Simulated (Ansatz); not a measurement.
Ansatz (a quantum-chemistry and plane-wave program) input (HF/6-31G*):

Ansatz 0.2 input:
```yaml
crystal:
  periodic: [false, false, false]
  atoms:
    - {symbol: Si, position_ang: [1.78147400, -1.00262700, 0.44651000]}
    - {symbol: O, position_ang: [0.47932900, -0.24563300, 1.14199000]}
    - {symbol: C, position_ang: [0.01989400, 1.02244500, 0.75329700]}
    - {symbol: O, position_ang: [-0.46407100, 1.02980700, -0.56424100]}
    - {symbol: Si, position_ang: [-1.79758700, 0.17448400, -1.05665300]}
    - {symbol: H, position_ang: [1.43842300, -1.59323100, -0.86599400]}
    - {symbol: H, position_ang: [2.88364300, -0.02607300, 0.26523500]}
    - {symbol: H, position_ang: [2.17543500, -2.07028600, 1.38623200]}
    - {symbol: H, position_ang: [-0.77139900, 1.29870000, 1.45588000]}
    - {symbol: H, position_ang: [0.83081800, 1.75512700, 0.79406100]}
    - {symbol: H, position_ang: [-2.20082000, 0.76567400, -2.34742000]}
    - {symbol: H, position_ang: [-1.49398200, -1.26223800, -1.23780500]}
    - {symbol: H, position_ang: [-2.87795800, 0.31825900, -0.04996400]}
basis:
  gaussian:
    orbitals: 6-31G*
hamiltonian:
  xc: {name: HF}
relax: {f_tol: 0.003, max_steps: 120}
```

From the output:

```
relax step   8: F+E_penalty+E_count = -20956.45523798 eV  Δ(F+E_penalty+E_count) = -3.180e-6 eV  max|allowed force component| = 3.032e-3 eV/Å  Δτ_max = 0.0014 Å  (21 SCF iters, accepted)
these checks for a lower state are left out or cut short: starts, cluster_reference, orbital_swaps, neighbouring_geometries, increment
integrals: 0.05 GiB planned
1062 factors; integrals over basis functions are off by at most 6.4e-4 eV
mean field: 0.33 GiB planned
mean field -20956.45524150 eV, -770.1355253295 hartree, gradient 5.9e-5 eV, S^2 0.000000; 0 other end points of the search recorded, 0 dependent functions left out
the calculation of the forces begins
reference -20956.45524150 eV, -770.1355253295 hartree; 29, 29 occupied and 70, 70 virtual orbitals, 1062 factors
relax step   9: F+E_penalty+E_count = -20956.45524150 eV  Δ(F+E_penalty+E_count) = -3.523e-6 eV  max|allowed force component| = 1.055e-3 eV/Å  Δτ_max = 0.0019 Å  (21 SCF iters, accepted)
integrals: 0.05 GiB planned
1062 factors; integrals over basis functions are off by at most 6.4e-4 eV
mean field: 0.33 GiB planned
mean field -20956.45524150 eV, -770.1355253295 hartree, gradient 5.9e-5 eV, S^2 0.000000; 1 other end points of the search recorded, 0 dependent functions left out
the calculation of the forces begins
reference -20956.45524150 eV, -770.1355253295 hartree; 29, 29 occupied and 70, 70 virtual orbitals, 1062 factors
Total energy: -20956.45524150 eV, -770.1355253295 hartree
Atom 0 at     1.818491    -1.006817     0.473786 Å, force     0.000468     0.000008     0.000176 eV/Å
Atom 1 at     0.489491    -0.254431     1.108857 Å, force     0.000009    -0.000760     0.000118 eV/Å
Atom 2 at     0.019330     0.993440     0.731928 Å, force     0.000021     0.001055     0.000777 eV/Å
Atom 3 at    -0.475065     0.995821    -0.562629 Å, force    -0.000026    -0.000112    -0.000760 eV/Å
Atom 4 at    -1.834185     0.200222    -1.068053 Å, force    -0.000464     0.000182    -0.000036 eV/Å
Atom 5 at     1.522744    -1.652366    -0.816259 Å, force    -0.000312    -0.000078    -0.000168 eV/Å
Atom 6 at     2.896807    -0.017192     0.279197 Å, force    -0.000077    -0.000046    -0.000103 eV/Å
Atom 7 at     2.233335    -2.027549     1.446020 Å, force     0.000004    -0.000052     0.000078 eV/Å
Atom 8 at    -0.756150     1.264959     1.436503 Å, force     0.000203     0.000047    -0.000018 eV/Å
Atom 9 at     0.814366     1.727021     0.767872 Å, force    -0.000202     0.000002     0.000054 eV/Å
Atom 10 at    -2.256503     0.836874    -2.323265 Å, force    -0.000004     0.000059    -0.000073 eV/Å
Atom 11 at    -1.578829    -1.230127    -1.307449 Å, force     0.000307    -0.000191    -0.000031 eV/Å
Atom 12 at    -2.890632     0.334552    -0.045380 Å, force     0.000074    -0.000114    -0.000014 eV/Å
Dipole moment:     0.001205     0.061919     0.045620 e Å
```

The geometry given is a B3LYP-D3(BJ)/def2-TZVP minimum.
